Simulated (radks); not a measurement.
The numbers below are computed, except where a source is named.
Coulomb parameter of the 3d shell of the cobalt ion Co+ in the model configuration [Ar] 3d7 4s1, as a second difference U = [E(n + 0.5) + E(n - 0.5) - 2 E(n)] / (0.5)^2 with all orbitals relaxed. "Bare": the charge of the atom changes with n. "Screened": the 4s shell takes up the change at fixed total charge, which measures U(3d,3d) + U(4s,4s) - 2 U(3d,4s). Level of theory: scalar-relativistic Kohn-Sham, r2SCAN, spin-unpolarised, spherical densities, finite nucleus; meta-GGA in the generalised Kohn-Sham scheme; Fermi nuclear charge, rms radius 3.7875 fm (a radial shooting solver on a logarithmic mesh with Libxc functionals).

| case | configuration | E - E(n) (eV) |
|---|---|---|
| start | [Ar] 3d7 4s1 | 0.000 |
| bare +0.5 | [Ar] 3d7.5 4s1 | -6.761 |
| bare -0.5 | [Ar] 3d6.5 4s1 | 10.474 |
| screened +0.5 | [Ar] 3d7.5 4s0.5 | -1.832 |
| screened -0.5 | [Ar] 3d6.5 4s1.5 | 2.637 |

U(bare) = 14.853 eV, U(screened by 4s) = 3.220 eV, against the Slater integral F0(3d,3d) = 24.451 eV with frozen orbitals.
